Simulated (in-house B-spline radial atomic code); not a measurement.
A fraction x of an electron is removed from 4p in neutral tin, starting from [Kr] 4d10 5s2 5p2 and keeping the highest spin. Computed with an all-electron radial atomic-structure program (B-spline basis): scalar-relativistic (X2C) wB97X, spin-polarised, spherical fractional occupations, Fermi nucleus of rms radius 4.6519 fm.

Caution: exact exchange at fractional occupations of open shells leaves self-interaction of up to several eV.

```json
{"x": "0", "E(x) - E(0) (eV)": "0.0000", "4p down level (eV)": "-96.973"}
{"x": "0.09", "E(x) - E(0) (eV)": "8.7701", "4p down level (eV)": "-97.922"}
{"x": "0.14", "E(x) - E(0) (eV)": "13.6796", "4p down level (eV)": "-98.460"}
{"x": "0.26", "E(x) - E(0) (eV)": "?", "4p down level (eV)": "?"}
{"x": "0.39", "E(x) - E(0) (eV)": "?", "4p down level (eV)": "?"}
{"x": "0.5", "E(x) - E(0) (eV)": "49.8457", "4p down level (eV)": "-102.515"}
{"x": "0.52", "E(x) - E(0) (eV)": "51.8983", "4p down level (eV)": "-102.749"}
{"x": "0.75", "E(x) - E(0) (eV)": "75.8449", "4p down level (eV)": "-105.499"}
{"x": "0.86", "E(x) - E(0) (eV)": "87.5239", "4p down level (eV)": "-106.851"}
{"x": "0.94", "E(x) - E(0) (eV)": "96.1118", "4p down level (eV)": "-107.847"}
{"x": "1", "E(x) - E(0) (eV)": "102.6053", "4p down level (eV)": "-108.602"}
```

(1) What belongs in the row x = 0.26?

(2) What belongs in the row x = 0.39?

(3) Check Janak's theorem between x = 0.09 and 0.14.

Answers

(1) An energy change of 25.5734 eV; 4p down at -99.776 eV.

(2) An energy change of 38.6392 eV; 4p down at -101.243 eV.

(3) The slope of the energy is 98.19 eV; the orbital levels give 98.19 eV (-ε of the emptying orbital, averaged over the two points).
